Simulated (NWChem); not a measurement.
The numbers come from NWChem runs, not from measurements. System: HCl2Si, charge 0, spin multiplicity 2, at a geometry optimised with UPBE/def2-SVP. The structure started from a generated list of species. Its SCF solution wasn't tested for a lower state. Level: UPBE0/def2-TZVP.

The NWChem input:

```
start mol
memory heap 200 mb stack 900 mb global 1100 mb
geometry units angstroms nocenter noautoz
  Cl     0.339864    -0.171836     1.710184
  Si    -0.680654     0.435534     0.000000
  Cl     0.339864    -0.171836    -1.710184
  H     -2.026220    -0.255060     0.000000
  symmetry group Cs
end
basis spherical
  * library def2-tzvp
end
dft
  xc pbe0
  odft
  mult 2
  semidirect memsize 60000000 filesize 0
  iterations 100
end
task dft energy
```

Part of the output:

```
             Northwest Computational Chemistry Package (NWChem) 7.3.0
             --------------------------------------------------------

                                NWChem Input Module
                                -------------------

 Scaling coordinates for geometry "geometry" by  1.889725989
 (inverse scale =  0.529177249)

 Turning off AUTOSYM since
 SYMMETRY directive was detected!

                             Geometry "geometry" -> ""
                             -------------------------

 Output coordinates in angstroms (scale by  1.889725989 to convert to a.u.)

  No.       Tag          Charge          X              Y              Z
 ---- ---------------- ---------- -------------- -------------- --------------
    1 Cl                  17.0000     0.33986400    -0.17183600     1.71018400
    2 Si                  14.0000    -0.68065400     0.43553400     0.00000000
    3 Cl                  17.0000     0.33986400    -0.17183600    -1.71018400
    4 H                    1.0000    -2.02622000    -0.25506000     0.00000000

 Effective nuclear repulsion energy (a.u.)     176.7497494819

            Nuclear Dipole moment (a.u.)
            ----------------------------
        X                 Y               Z
 ---------------- ---------------- ----------------
     0.0000000000    -0.0000151178     0.0000000000

      Symmetry information
      --------------------

 Group name             Cs
 Group number              2
 Group order               2
 No. of unique centers     3

      Symmetry unique atoms

     1    2    4


 Summary of "ao basis" -> "" (spherical)
 ------------------------------------------------------------------------------
       Tag                 Description            Shells   Functions and Types
 ---------------- ------------------------------  ------  ---------------------
 *                         def2-tzvp                  on all atoms

                                 NWChem DFT Module
                                 -----------------

 Summary of "ao basis" -> "ao basis" (spherical)
 ------------------------------------------------------------------------------
       Tag                 Description            Shells   Functions and Types
 ---------------- ------------------------------  ------  ---------------------
 Cl                        def2-tzvp                13       37   5s5p2d1f
 Si                        def2-tzvp                13       37   5s5p2d1f
 H                         def2-tzvp                 4        6   3s1p

 Summary of "ao basis" -> "ao basis" (spherical)
 ------------------------------------------------------------------------------
       Tag                 Description            Shells   Functions and Types
 ---------------- ------------------------------  ------  ---------------------
 Cl                        def2-tzvp                13       37   5s5p2d1f
 Si                        def2-tzvp                13       37   5s5p2d1f
 H                         def2-tzvp                 4        6   3s1p

      Symmetry analysis of basis
      --------------------------

        a'         67
        a"         50

            General Information
            -------------------
          SCF calculation type: DFT
          Wavefunction type:  spin polarized.
          No. of atoms     :     4
          No. of electrons :    49
           Alpha electrons :    25
            Beta electrons :    24
          Charge           :     0
          Spin multiplicity:     2
          Use of symmetry is: on ; symmetry adaption is: on
          Maximum number of iterations: 100
          AO basis - number of functions:   117
                     number of shells:    43
          Convergence on energy requested:  1.00D-06
          Convergence on density requested:  1.00D-05
          Convergence on gradient requested:  5.00D-04

              XC Information
              --------------
                         PBE0 Method XC Functional
                     Hartree-Fock (Exact) Exchange  0.250
          PerdewBurkeErnzerhof Exchange Functional  0.750
            Perdew 1991 LDA Correlation Functional  1.000 local
           PerdewBurkeErnz. Correlation Functional  1.000 non-local

             Grid Information
             ----------------
          Grid used for XC integration:  medium
          Radial quadrature: Mura-Knowles
          Angular quadrature: Lebedev.
          Tag              B.-S. Rad. Rad. Pts. Rad. Cut. Ang. Pts.
          ---              ---------- --------- --------- ---------
          Cl                  1.00       88          10.0       590
          Si                  1.10       88           8.0       590
          H                   0.35       45           9.0       434
          Grid pruning is: on
          Number of quadrature shells:   221
          Spatial weights used:  Erf1

          Convergence Information
          -----------------------
          Convergence aids based upon iterative change in
          total energy or number of iterations.
          Levelshifting, if invoked, occurs when the
          HOMO/LUMO gap drops below (HL_TOL):  1.00D-02
          DIIS, if invoked, will attempt to extrapolate
          using up to (NFOCK): 10 stored Fock matrices.

                    Damping( 0%)  Levelshifting(0.5)       DIIS
                  --------------- ------------------- ---------------
          dE  on:    start            ASAP                start
          dE off:    2 iters        100 iters           100 iters

      Screening Tolerance Information
      -------------------------------
[...]
    19     -0.183054  1 Cl py                93     -0.183054  3 Cl py
    40     -0.172373  2 Si s                114     -0.170157  4 H  s

 Vector   26  Occ=0.000000D+00  E=-1.306407D-02  Symmetry=a'
              MO Center= -3.8D-01,  2.3D-01, -4.0D-14, r^2= 4.2D+00
   Bfn.  Coefficient  Atom+Function         Bfn.  Coefficient  Atom+Function
  ----- ------------  ---------------      ----- ------------  ---------------
    55      0.618296  2 Si px                41      0.416145  2 Si s
    42      0.411376  2 Si s                 20      0.356411  1 Cl pz
    94     -0.356411  3 Cl pz                56     -0.346565  2 Si py
    52      0.331185  2 Si px                 5     -0.326857  1 Cl s
    79     -0.326857  3 Cl s                 53     -0.220313  2 Si py

 Vector   27  Occ=0.000000D+00  E=-6.214677D-03  Symmetry=a"
              MO Center= -8.0D-01,  5.0D-01,  5.8D-14, r^2= 4.2D+00
   Bfn.  Coefficient  Atom+Function         Bfn.  Coefficient  Atom+Function
  ----- ------------  ---------------      ----- ------------  ---------------
    57      0.863590  2 Si pz                54      0.440595  2 Si pz
     5     -0.392266  1 Cl s                 79      0.392266  3 Cl s
    18      0.236820  1 Cl px                92     -0.236820  3 Cl px
    19     -0.136972  1 Cl py                93      0.136972  3 Cl py
    66      0.135595  2 Si d  1              15      0.130219  1 Cl px

 Vector   28  Occ=0.000000D+00  E= 3.647144D-02  Symmetry=a'
              MO Center= -7.8D-01,  2.6D-01, -9.2D-14, r^2= 4.3D+00
   Bfn.  Coefficient  Atom+Function         Bfn.  Coefficient  Atom+Function
  ----- ------------  ---------------      ----- ------------  ---------------
   114      1.612363  4 H  s                 42     -0.939355  2 Si s
    55      0.936288  2 Si px                56      0.585163  2 Si py
    41     -0.447128  2 Si s                 52      0.299734  2 Si px
    53      0.275383  2 Si py                18     -0.237826  1 Cl px
    92     -0.237826  3 Cl px                40      0.192082  2 Si s

                     DFT Final Beta Molecular Orbital Analysis
                     -----------------------------------------

 Vector   22  Occ=1.000000D+00  E=-3.540229D-01  Symmetry=a"
              MO Center=  2.9D-01, -1.5D-01, -1.7D-13, r^2= 4.0D+00
   Bfn.  Coefficient  Atom+Function         Bfn.  Coefficient  Atom+Function
  ----- ------------  ---------------      ----- ------------  ---------------
    16      0.322540  1 Cl py                90     -0.322540  3 Cl py
    15      0.208536  1 Cl px                89     -0.208536  3 Cl px
    19      0.201997  1 Cl py                93     -0.201997  3 Cl py
    13      0.149231  1 Cl py                87     -0.149231  3 Cl py
    18      0.130047  1 Cl px                92     -0.130047  3 Cl px

 Vector   23  Occ=1.000000D+00  E=-3.509748D-01  Symmetry=a'
              MO Center= -9.7D-02, -1.1D-01,  1.8D-13, r^2= 4.1D+00
   Bfn.  Coefficient  Atom+Function         Bfn.  Coefficient  Atom+Function
  ----- ------------  ---------------      ----- ------------  ---------------
    15      0.344252  1 Cl px                89      0.344252  3 Cl px
    18      0.215070  1 Cl px                92      0.215070  3 Cl px
    12      0.160030  1 Cl px                86      0.160030  3 Cl px
   113      0.149313  4 H  s                  6     -0.130961  1 Cl px
    80     -0.130961  3 Cl px                52     -0.109253  2 Si px

 Vector   24  Occ=1.000000D+00  E=-3.470904D-01  Symmetry=a"
              MO Center=  2.8D-01, -1.4D-01,  1.6D-13, r^2= 4.1D+00
   Bfn.  Coefficient  Atom+Function         Bfn.  Coefficient  Atom+Function
  ----- ------------  ---------------      ----- ------------  ---------------
    17      0.290323  1 Cl pz                91      0.290323  3 Cl pz
    15     -0.213461  1 Cl px                89      0.213461  3 Cl px
    20      0.179286  1 Cl pz                94      0.179286  3 Cl pz
    16      0.164392  1 Cl py                90     -0.164392  3 Cl py
    14      0.134165  1 Cl pz                18     -0.133551  1 Cl px

 Vector   25  Occ=0.000000D+00  E=-1.191634D-01  Symmetry=a'
              MO Center= -6.2D-01,  7.2D-01, -2.0D-14, r^2= 3.1D+00
   Bfn.  Coefficient  Atom+Function         Bfn.  Coefficient  Atom+Function
  ----- ------------  ---------------      ----- ------------  ---------------
    42      0.620415  2 Si s                 41      0.344088  2 Si s
    53      0.333550  2 Si py                56      0.297438  2 Si py
   114     -0.226160  4 H  s                 40     -0.207505  2 Si s
    19     -0.194944  1 Cl py                93     -0.194944  3 Cl py
    16     -0.166775  1 Cl py                90     -0.166775  3 Cl py

 Vector   26  Occ=0.000000D+00  E= 8.256128D-05  Symmetry=a'
              MO Center= -3.8D-01,  6.5D-02, -2.5D-14, r^2= 4.3D+00
   Bfn.  Coefficient  Atom+Function         Bfn.  Coefficient  Atom+Function
  ----- ------------  ---------------      ----- ------------  ---------------
    42      0.590114  2 Si s                 55      0.514816  2 Si px
    41      0.450379  2 Si s                 56     -0.426907  2 Si py
    20      0.381295  1 Cl pz                94     -0.381295  3 Cl pz
     5     -0.358100  1 Cl s                 79     -0.358100  3 Cl s
    52      0.281541  2 Si px                53     -0.280975  2 Si py

 Vector   27  Occ=0.000000D+00  E= 1.160527D-02  Symmetry=a"
              MO Center= -8.3D-01,  4.2D-01,  5.7D-14, r^2= 4.4D+00
   Bfn.  Coefficient  Atom+Function         Bfn.  Coefficient  Atom+Function
  ----- ------------  ---------------      ----- ------------  ---------------
    57      0.952247  2 Si pz                 5     -0.446048  1 Cl s
    79      0.446048  3 Cl s                 54      0.417672  2 Si pz
    18      0.257149  1 Cl px                92     -0.257149  3 Cl px
    66      0.134702  2 Si d  1              20      0.133952  1 Cl pz
    94      0.133952  3 Cl pz                15      0.132536  1 Cl px

   alpha - beta orbital overlaps
   -----------------------------

   alpha      1      2      3      4      5      6      7      8      9     10
    beta      1      2      3      4      5      6      7     10     11      8
 overlap   1.000  1.000  1.000  1.000  1.000  0.971  0.971  0.916  0.915  0.944

   alpha     11     12     13     14     15     16     17     18     19     20
    beta      9     12     15     13     14     16     17     18     19     20
 overlap   0.946  1.000  0.852  1.000  0.852  1.000  1.000  0.994  0.998  0.992

   alpha     21     22     23     24     25     26     27     28     29     30
    beta     21     22     23     24     25     26     27     28     29     30
 overlap   0.978  0.991  0.992  0.993  0.977  0.983  0.995  0.980  0.945  0.874

   alpha     31     32     33     34     35     36     37     38     39     40
    beta     31     32     33     34     36     35     37     38     39     40
 overlap   0.941  0.899  0.931  0.966  0.943  0.990  0.979  0.986  0.985  0.986

   alpha     41     42     43     44     45     46     47     48     49     50
    beta     41     42     43     44     45     46     47     48     50     49
 overlap   0.986  0.994  0.999  0.981  0.999  0.979  0.985  0.994  0.990  0.957

   alpha     51     52     53     54     55     56     57     58     59     60
    beta     51     52     53     54     56     57     55     58     59     60
 overlap   0.998  0.956  0.996  0.997  0.935  0.921  0.922  0.926  0.980  0.995

   alpha     61     62     63     64     65     66     67     68     69     70
    beta     61     62     64     63     66     65     67     69     68     70
 overlap   0.987  0.946  0.948  0.988  0.983  0.997  0.997  0.996  0.984  0.999

   alpha     71     72     73     74     75     76     77     78     79     80
    beta     71     72     73     75     74     76     77     78     79     80
 overlap   1.000  0.998  0.997  0.999  0.999  0.997  0.995  0.999  0.999  0.996

   alpha     81     82     83     84     85     86     87     88     89     90
    beta     81     82     83     86     84     85     87     88     89     90
 overlap   0.998  1.000  0.999  0.999  0.971  0.970  0.999  0.996  0.998  0.996

   alpha     91     92     93     94     95     96     97     98     99    100
    beta     91     92     93     94     95     96     97     98     99    100
 overlap   1.000  0.999  0.999  0.996  0.997  0.999  0.997  1.000  1.000  0.998

   alpha    101    102    103    104    105    106    107    108    109    110
    beta    101    102    103    104    105    106    107    108    109    110
 overlap   0.998  1.000  1.000  1.000  1.000  1.000  1.000  1.000  1.000  1.000

   alpha    111    112    113    114    115    116    117
    beta    111    112    113    114    115    116    117
 overlap   0.999  0.999  1.000  1.000  1.000  1.000  1.000

     --------------------------
     Expectation value of S2:
     --------------------------
      <S2> =      0.7526 (Exact =     0.7500)

 center of mass
 --------------
 x =   0.05128461 y =  -0.00171863 z =   0.00000000

 moments of inertia (a.u.)
 ------------------
         757.016915696126          42.334371392304           0.000000000000
          42.334371392304         820.107195272304           0.000000000000
           0.000000000000           0.000000000000         116.209976308125

     Multipole analysis of the density
     ---------------------------------

     L   x y z        total         alpha         beta         nuclear
     -   - - -        -----         -----         ----         -------
     0   0 0 0     -0.000000    -25.000000    -24.000000     49.000000

     1   1 0 0     -0.413835      0.411966     -0.825802      0.000000
     1   0 1 0      0.195249     -0.685418      0.880683     -0.000015
     1   0 0 1      0.000000     -0.000000      0.000000      0.000000

     2   2 0 0    -27.734862    -41.834822    -37.747901     51.847861
     2   1 1 0     -0.395711     10.939581      8.730851    -20.066144
     2   1 0 1      0.000000      0.000000     -0.000000      0.000000
     2   0 2 0    -28.437038    -23.875662    -17.862349     13.300974
     2   0 1 1      0.000000      0.000000      0.000000      0.000000
     2   0 0 2    -29.857870   -194.164769   -190.802582    355.109480

 Task  times  cpu:        8.5s     wall:        8.5s

 Total times  cpu:        8.5s     wall:        8.5s
```
